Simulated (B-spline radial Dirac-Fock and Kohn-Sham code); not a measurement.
## The M1 (3s) level from Nd to Re

Method: relaxed Dirac-Fock hole states (ΔSCF) with Breit and QED corrections and a finite nucleus. Computed with an atomic code on a B-spline grid. Free neutral atoms, energies in eV. No correlation. Relaxation, Breit and QED are contributions to the binding energy. "Screened" places the removed electron in the lowest shell with room, a model of an edge from the Fermi level; tabulated edges (Elam, Ravel and Sieber 2002) are for the standard state, and for monatomic gases they compare with the unscreened value. A dash: no value, or a hole state left out as unreliable.

| Z | element | binding | relaxation | Breit | QED | screened | tabulated edge |
| --- | --- | --- | --- | --- | --- | --- | --- |
| 60 | Nd | 1583.6 | -22.3 | -1.87 | -1.70 | 1578.0 | 1575 |
| 61 | Pm | 1657.2 | -23.3 | -2.02 | -1.82 | 1651.7 | 1650 |
| 62 | Sm | 1732.5 | -24.2 | -2.18 | -1.94 | 1727.1 | 1723 |
| 63 | Eu | 1809.6 | -25.2 | -2.34 | -2.08 | 1804.2 | 1800 |
| 64 | Gd | 1898.0 | -25.1 | -2.49 | -2.22 | 1891.6 | 1881 |
| 65 | Tb | 1969.2 | -27.0 | -2.68 | -2.37 | 1964.0 | 1968 |
| 66 | Dy | 2051.8 | -27.9 | -2.87 | -2.52 | 2046.8 | 2047 |
| 67 | Ho | 2136.4 | -28.8 | -3.06 | -2.69 | 2131.6 | 2128 |
| 68 | Er | 2223.1 | -29.7 | -3.26 | -2.86 | 2218.3 | 2206 |
| 69 | Tm | 2311.8 | -30.6 | -3.46 | -3.03 | 2307.2 | 2307 |
| 70 | Yb | 2402.7 | -31.5 | -3.68 | -3.22 | 2398.2 | 2398 |
| 71 | Lu | 2505.8 | -31.6 | -3.89 | -3.41 | 2500.3 | 2491 |
| 72 | Hf | 2612.1 | -31.7 | -4.11 | -3.61 | 2605.4 | 2601 |
| 73 | Ta | 2721.4 | -31.8 | -4.34 | -3.82 | 2713.7 | 2708 |
| 74 | W | 2833.9 | -31.9 | -4.59 | -4.04 | 2825.1 | 2820 |
| 75 | Re | 2949.6 | -32.1 | -4.84 | -4.27 | 2939.7 | 2932 |

Question: With what power of Z do the binding energy and the Breit term grow over this range?

Answer: Between the end points the binding energy grows as Z^2.79 and the Breit term as Z^4.26.
